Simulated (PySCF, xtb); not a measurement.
BeGeH4Se, SMILES [SeH][Be][GeH3].

xtb 6.7.1 with GFN2-xTB at its own geometry gives an orbital gap of 3.61 eV and a dipole moment of 1.52 D.

Coordinates come from a B3LYP-D3(BJ)/def2-SVP optimisation. The structure was generated by enumeration; whether it is a known compound was not checked. Other conformers were not sampled.

Question: What does PBE/def2-TZVPD run with PySCF give? (An estimate is asked for; the answer gives what the named calculation found.)

Answer: gap 4.06 eV (levels -6.40 and -2.34 eV), dipole 0.66 D.
